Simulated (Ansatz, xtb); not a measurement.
# Two structures of CFLiSi

Structure I is a singlet given by its coordinates and structure II is a singlet given by its coordinates. Both are isolated molecules in the gas phase, relaxed with r2SCAN-D4/def2-TZVP.

I (Å):

```xyz
4

C     0.7881    1.3724    0.1284
F     1.3516    2.4278    0.7015
Li   -1.2969    1.2811    0.6156
Si    0.3409   -0.0002   -0.6925
```

Close contacts (Å): C1–F2 1.33, C1–Li3 2.14, C1–Si4 1.66, Li3–Si4 2.46.

II (Å):

```xyz
4

C     0.5230    2.3169    0.6464
F     1.3725   -0.3451   -0.9243
Li   -1.3473    2.3065    1.1161
Si    0.6311    0.8399   -0.1328
```

Close contacts (Å): C1–Li3 1.93, C1–Si4 1.67, F2–Si4 1.61, Li3–Si4 2.76.

**Question.** Which of the two would you expect CCSD(T)/def2-TZVPP electronic energies to favour?

**Answer.** Structure II; the calculation gives E(II) − E(I) = −2.4 kcal/mol.

The same difference at several levels:

```csv
level,geometry,E(II) − E(I) (kcal/mol),departure from the last row (kcal/mol),"job, with rough time for the two"
GFN2-xTB,GFN2-xTB,−12.7,−10.2,"optimisation, 0.12 s"
HF/STO-3G,GFN2-xTB,+50.6,+53.0,"single point, 0.14 s"
r2SCAN-D4/def2-SVP,GFN2-xTB,−6.5,−4.0,"single point, 1.5 s"
r2SCAN-D4/def2-TZVP,r2SCAN-D4/def2-TZVP,+2.2,+4.7,"optimisation, 18 s"
HF/def2-TZVPP,r2SCAN-D4/def2-TZVP,+1.6,+4.1,part of the CCSD(T) run
MP2/def2-TZVPP,r2SCAN-D4/def2-TZVP,+0.4,+2.9,part of the CCSD(T) run
CCSD(T)/def2-TZVPP,r2SCAN-D4/def2-TZVP,−2.4,,"single point, 13 s"
```

HF/STO-3G, r2SCAN-D4/def2-TZVP, HF/def2-TZVPP put the two in the other order. MP2/def2-TZVPP finds them nearly level. The largest departure from CCSD(T)/def2-TZVPP is that of HF/STO-3G, 53.0 kcal/mol.

With harmonic frequencies from r2SCAN-D4/def2-TZVP (ideal gas, rigid rotor, one conformer each, 400 K, 1 atm): on the last row, ΔE + ΔZPE = −3.1, ΔH = −2.8, ΔG = −3.7 kcal/mol.

The T1 diagnostic of structure II is large, so the coupled-cluster value is less sure. The correlated steps freeze 7 core orbitals; the last core shell of Li is correlated, in a basis made for valence electrons. Run with Ansatz 0.2.0, xtb 6.7.1; the last row on 2 threads of Arm Neoverse V2 on a shared host.
